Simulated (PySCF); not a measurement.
Computed structure and properties of [Tl(NH2)4]−

System: [Tl(NH2)4]− (singlet); start: template (D2d). Method: PySCF 2.14.0, RKS PBE0, Tl def2-SVP with ECP60, N def2-SVP, H def2-SVP; non-relativistic Hamiltonian with scalar-relativistic core potentials where named; density fitting; no spin-orbit coupling.

Input of the relaxation:

```python
mol = gto.M(atom='''
Tl     0.00000     0.00000    -0.00000
N      1.18990     1.18990     1.18990
H      1.53060     0.94370     2.11750
H      1.53060     2.11750     0.94370
N     -1.18990    -1.18990     1.18990
H     -1.53060    -0.94370     2.11750
H     -1.53060    -2.11750     0.94370
N      1.18990    -1.18990    -1.18990
H      1.53060    -2.11750    -0.94370
H      1.53060    -0.94370    -2.11750
N     -1.18990     1.18990    -1.18990
H     -1.53060     2.11750    -0.94370
H     -1.53060     0.94370    -2.11750''',
    basis={'Tl': 'def2-SVP', 'N': 'def2-SVP', 'H': 'def2-SVP'},
    ecp={'Tl': 'def2-SVP'},
    charge=-1, spin=0)
mf = dft.RKS(mol, xc='PBE0')
mf.grids.atom_grid = (50, 194)
mf = mf.density_fit()  # fitting sets: Tl def2-universal-JKFIT, N def2-universal-JKFIT, H def2-universal-JKFIT
mf.conv_tol = 1e-08; mf.max_cycle = 55
mf.kernel(dm0)  # dm0: converged density of the start geometry
# quasi-Newton relaxation in Cartesian coordinates to a largest gradient under 0.00045 Eh/bohr, steps kept in the point group
```

Run from Python with OMP_NUM_THREADS=2; the lines above give its settings. Where DIIS fails, smearing, a level shift and second-order steps follow.
It took 100 s on 2 threads of Arm Neoverse V1 (shared host), from the converged density of the start.

Course of the relaxation:

```tsv
step	energy above end (eV)	largest force component within the symmetry (eV/Å)
0	1.4037	1.420
1	1.0379	0.392
2	0.8193	0.491
3	0.7126	0.947
4	0.6226	0.796
5	0.5671	0.802
6	0.5089	0.518
7	0.4236	0.471
12	0.0230	0.090
13	0.0121	0.188
14	0.0061	0.166
15	0.0018	0.084
16	0.0002	0.019
17	0.0000	0.003
```
(The steps between are left out.)

Relaxed geometry (D2d):

```xyz
13

Tl    0.0000    0.0000    0.0000
N     1.2004    1.3316    1.3316
H     1.8306    0.6903    1.8249
H     1.8306    1.8249    0.6903
N    -1.2004   -1.3316    1.3316
H    -1.8306   -0.6903    1.8249
H    -1.8306   -1.8249    0.6903
N     1.2004   -1.3316   -1.3316
H     1.8306   -1.8249   -0.6903
H     1.8306   -0.6903   -1.8249
N    -1.2004    1.3316   -1.3316
H    -1.8306    1.8249   -0.6903
H    -1.8306    0.6903   -1.8249
```

```csv
contact,Å
Tl1–N2 (NH2),2.233
Tl1–N5 (NH2),2.233
Tl1–N8 (NH2),2.233
Tl1–N11 (NH2),2.233
```

On the finer grid (75, 302):

The HOMO is -1.25 eV and the LUMO is 4.18 eV. The dipole about the centre of mass is 0.00 D, the set of Mulliken populations of Tl1 outside the core potential is s 3.10, p 7.44, d 10.17 and the D3(BJ) dispersion energy (not in the energies) is -0.216 eV.

```tsv
atom	Mulliken (e)	Löwdin (e)	spin (e)
Tl1	0.29	0.10	0.00
N2	-0.48	-0.34	0.00
H3	0.08	0.03	0.00
H4	0.08	0.03	0.00
N5	-0.48	-0.34	0.00
H6	0.08	0.03	0.00
H7	0.08	0.03	0.00
N8	-0.48	-0.34	0.00
H9	0.08	0.03	0.00
H10	0.08	0.03	0.00
N11	-0.48	-0.34	0.00
H12	0.08	0.03	0.00
H13	0.08	0.03	0.00
```

On the grid (50, 194), as all that follows. Harmonic modes: a minimum within the noise of the softest modes; lowest -23 cm⁻¹ (negative: unstable), highest 3542 cm⁻¹, zero-point energy 2.635 eV.

Taking off one NH2 (charge -1, singlet; the rest: singlet) in vacuum, both parts rigid, costs 4.79 eV; the small basis without counterpoise inflates it.

Rigid scan of NH2 along the line from its metal:

(distance to N2 (Å), energy (eV)): (1.93, 0.760), (2.03, 0.288), (2.13, 0.062), (2.23, 0.000), (2.33, 0.045), (2.43, 0.159), (2.63, 0.489), (2.93, 1.044), (3.33, 1.686), (3.83, 2.272)

One start shape was tried, so this needn't be the lowest isomer.
